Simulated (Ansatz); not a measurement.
`[SiH2]N([SiH3])[SiH2]Cl`, charge 0, multiplicity 2.

Problem. Give a relaxed structure at PBE0-D4/def2-TZVP (Ansatz 0.2.0). (Best estimate.)

Solution. The calculation gave: 
Cartesian coordinates in Å:
```
Si -1.699 -0.499 -0.806
N -0.160 -0.082 -0.101
Si 0.054 1.515 0.579
Si 1.067 -1.273 0.092
Cl 1.137 -1.982 2.022
H -2.425 0.782 -1.047
H -1.494 -1.237 -2.086
H 1.349 1.524 1.305
H -1.052 1.829 1.519
H 0.071 2.537 -0.498
H 2.399 -0.696 -0.190
H 0.752 -2.419 -0.789
```
This is one stationary point; other conformers may exist.
